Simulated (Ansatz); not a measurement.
## Ansatz (development build ahead of 0.2.0) run

```yaml
crystal:
  periodic: [false, false, false]
  atoms:
    - { symbol: Fe, position_ang: [0.0, 0.0, 0.0] }
    - { symbol: Si, position_ang: [0.0, 0.0, 2.9063] }
basis:
  gaussian: { orbitals: pcseg-2 }
magnetization:
  spin_polarized: true
  initial_magnetization: 4
hamiltonian:
  xc: hf
```

The input is written out in the form of the current development build from the run's settings.

Results

| Quantity | Value |
| --- | --- |
| Converged | yes |
| Total energy | -1551.28862 hartree |
| Spin squared of the determinant | 7.611 |
| Stability test | minimum |

Caution: another spin multiplicity may lie lower; the unrestricted determinant is a mixture of spin states.
